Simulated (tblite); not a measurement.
C4H6O2SSi.
Structure used (GFN2-xTB), in Å, numbered top down from 1:
```
atom  x, y, z in Å
C1     1.7822   -1.0662    0.7819
Si2    1.4111    0.1535   -0.6197
S3    -0.0152    1.7436   -0.0628
C4    -1.5900    0.8837   -0.0523
C5    -2.6082    1.6316    0.3047
O6    -3.4634    2.3342    0.6292
C7    -1.6335   -0.4933   -0.4281
O8    -0.6510   -1.1409   -0.7292
H9     1.9020   -0.5452    1.7289
H10    1.0121   -1.8203    0.9021
H11    2.7155   -1.5763    0.5686
H12    2.5359    1.1084   -0.6153
H13    1.2362   -0.2647   -2.0005
H14   -2.6343   -0.9486   -0.4297
```

All values are computed: GFN2-xTB (tblite) harmonic vibrations without scaling, gas phase. Errors from tens to a few hundred cm⁻¹ against measured bands are possible. Modes of hydrogen on silicon can be 10 to 20 % off. One conformer, not necessarily the lowest.

Harmonic wavenumbers (cm⁻¹): 25.9, 73.5, 104.1, 126.3, 145.3, 151.7, 202.4, 255.6, 344.2, 407.2, 447.6, 512.5, 526.0, 566.0, 582.5, 637.9, 728.0, 769.3, 826.0, 865.8, 872.1, 892.5, 1079.4, 1308.8, 1367.9, 1401.2, 1470.0, 1482.8, 1663.4, 2163.5, 2244.9, 2334.5, 2842.4, 3025.3, 3056.9, 3059.1.

A = 2847, B = 909.1, C = 767.3 MHz; mass 145.986 u (most abundant isotopes); point group C1, symmetry number 1.

**Question.** What is the zero-point energy?

**Answer.** Half the sum of the wavenumbers: 19281 cm⁻¹ = 55.13 kcal/mol.

**Question.** What is S at 500 K and 1 bar for an ideal gas of classical rigid rotors and harmonic oscillators?

**Answer.** Translation 43.44, rotation 31.01, vibration 50.96: S = 125.4 cal/(mol K).

**Question.** And Cp and H(500 K) − H(0)?

**Answer.** Cp = 49.33 cal/(mol K), of which vibrations give 41.38 (their classical limit is 36 R = 71.5); H(500 K) − H(0) = 16.12 kcal/mol without the zero-point energy, 12.14 from vibrations.

**Question.** Which modes carry the vibrational entropy at 500 K?

**Answer.** 25.9 cm⁻¹: 7.15; 73.5 cm⁻¹: 5.08; 104.1 cm⁻¹: 4.39; 126.3 cm⁻¹: 4.01; 145.3 cm⁻¹: 3.73; 151.7 cm⁻¹: 3.65 cal/(mol K); the other 30 give 22.95 together.

**Question.** Blend soft modes into free rotors: weight 1/[1 + (100 cm⁻¹/ν̃)⁴] for the oscillator and the rest for a rotor with moment μB/(μ + B), μ = h/(8π²ν), B = 10⁻⁴⁴ kg m². What vibrational entropy results?

**Answer.** 46.44 cal/(mol K) in place of 50.96, which changes −T·S at 500 K by +2.26 kcal/mol.

Hindered rotation and anharmonicity are outside this model. Other conformers, if any are populated, would add a mixing term that is left out. The structure is chiral; the term R ln 2 for an equal mix with its mirror image is left out.
